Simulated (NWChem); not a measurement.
Species: ZnSH cation; SMILES [SH][Zn+]

```xyz
3

Zn     0.0067     0.7655     0.0000
S     -0.0722    -1.3938     0.0000
H      1.2839    -1.4924     0.0000
```
Atoms are numbered in this order, from 1.

Results from NWChem. Pople sets run with spherical d functions. STO-3G and 3-21G are far too small for this property and stand as cheap habits. Coordinates come from a PBE0/def2-SVP optimisation. GIAO values for the isolated, static molecule; σ is the absolute isotropic shielding, δ = σ(reference) − σ with the isolated reference molecule computed at the same levels (1H: tetramethylsilane).

```tsv
level	σ Zn1 (ppm)	σ S2 (ppm)	δ H3 (ppm)	relative time
PBE0/pcSseg-1	2366.8	320.6	5.93	5
Hartree-Fock/STO-3G	23634.7	554.4	17.30	1
LDA (Slater exchange, VWN5)/pcSseg-1	2478.0	-46.6	9.26	7
Hartree-Fock/6-31G*	2372.7	697.3	2.17	7
```

The last column is a rough cost ratio, cheapest run = 1.
